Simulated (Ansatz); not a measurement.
C2H8BNO can be A, `CBNCO`, or B, `CB(O)CN`.

Program: Ansatz. Geometries: PBE0-D4/def2-TZVP. ΔE: electronic, gas phase. CBS: MP2 limit from def2 TZ/QZ plus the TZ coupled-cluster correction, frozen cores. DFT in def2-TZVPP. One conformer a species, not always the lowest.

Task: Which isomer does CCSD(T)/CBS put lower? Give the gap. (Best estimate.)

Result: Ansatz gave: B, by 51.8 kJ/mol.

Task: Give E(B) − E(A) in kJ/mol with CCSD/def2-TZVPP, PBE-D4, CCSD(T)/def2-TZVPP, r2SCAN-D4, ωB97M-V, MP2/def2-TZVPP, HF/def2-TZVPP. (Estimate.)

Result: Ansatz gave: CCSD/def2-TZVPP -50.3, PBE-D4 -46.8, CCSD(T)/def2-TZVPP -49.6, r2SCAN-D4 -51.1, ωB97M-V -51.5, MP2/def2-TZVPP -52.3, HF/def2-TZVPP -45.2. None reverses the order clearly.

Largest T1 diagnostic: 0.012.

In def2-TZVPP, CCSD(T) changes the Hartree–Fock value by −4.4 kJ/mol (the triples alone add +0.7 kJ/mol) and MP2 by −7.1 kJ/mol.
